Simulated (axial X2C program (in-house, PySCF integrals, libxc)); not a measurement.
Correcting the dissociation energy of BSe for spin–orbit coupling

A spin-free PBE0 curve (one-electron X2C) was computed with an in-house relativistic program for diatomic molecules, basis Se dyall-cv3z [8s9p6d4f1g], B dyall-v3z [7s6p2d1f] (cores contracted in-house), for the state M_S = 1/2, Λ = 0 (beyond evenly filled blocks: σα). It gives D0 = 5.012 eV to Se + B, which in a spin-free picture are the weighted means of the ground terms.

Measured levels of the ground terms (NIST Handbook of Basic Atomic Spectroscopic Data), in cm⁻¹: Se 3P: J = 2 at 0, J = 1 at 1989.5, J = 0 at 2534.4; B 2P: J = 1/2 at 0, J = 3/2 at 15.3.

The molecular state has Λ = 0, so it has no first-order lowering.

Question: How far does each ground level lie under the (2J+1)-weighted mean of its term?

Answer: Se: (5 × 0 + 3 × 1989.5 + 1 × 2534.4)/9 = 945 cm⁻¹; B: (2 × 0 + 4 × 15.3)/6 = 10 cm⁻¹.

Question: Correct D0.

Answer: D0 = 5.012 + (0 − 955)/8065.5 = 4.894 eV at PBE0 with these spin–orbit terms.

Second-order spin–orbit effects in the molecule, which grow quickly with Z, are left out. Occupations by symmetry block were frozen at the best pattern of an incomplete PBE0 search. Dissociation energies refer to the lowest single-determinant-based atoms at the same level and basis.
